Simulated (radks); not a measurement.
Numerical settings for neutral selenium, [Ar] 3d10 4s2 4p4. Calculated with a radial shooting solver on a logarithmic mesh with Libxc functionals: scalar-relativistic Kohn-Sham, BLYP, spin-polarised, spherical densities, finite nucleus; open shells are filled with parallel spins first; Fermi nuclear charge, rms radius 4.14 fm. The defaults (mesh step 0.008 in ln r, mesh end at 40 bohr or more with all orbitals vanishing there, Anderson mixing 0.5 over 9 steps, residual threshold near 1e-9 with the energy settled to 1e-9 hartree or 1e-11 of itself, here a cap of 81 iterations) give E = -2430.3959 hartree and 4p at -5.603 eV in 16 iterations. Run on one thread of a shared host, so times are rough (Arm Neoverse V1): 0.19 s of CPU time, 0.19 s wall, 16 iterations on 2381 mesh points. Changes against that run (0 stands for a change within the tolerance of the run):

setting,iterations,converged,E (mhartree),e(4p) (meV),CPU (s)
mesh step in ln r 0.03,14,yes,+0.000415,0,0.06
mesh step in ln r 0.2,4,no,diverged,-,0.02
mesh step in ln r 0.005,28,yes,0,0,0.42
mesh end (bohr) 20,16,yes,0,0,0.18
mesh end (bohr) 3,18,level above zero,+1.52e+03,+1.74e+04,0.17
residual threshold 0.01,9,yes,0,+1.73,0.13
residual threshold 0.1,9,yes,0,+1.73,0.13
mixing 2.5,81,no,0,0,0.72
"linear mixing, mixing 0.8",17,no,diverged,-,0.24
"linear mixing, mixing 0.2",81,no,0,0,0.73
mixing history 2,39,yes,0,0,0.34
iteration cap 5,5,no,+0.214,+110,0.07

Settled on a wrong energy, with an occupied level pushed above zero by the early mesh end: mesh end (bohr) 3 (+1.52 hartree). Apart from these: no run marked as converged misses the energy by more than 1 mhartree. A mesh that ends early acts as a hard wall.
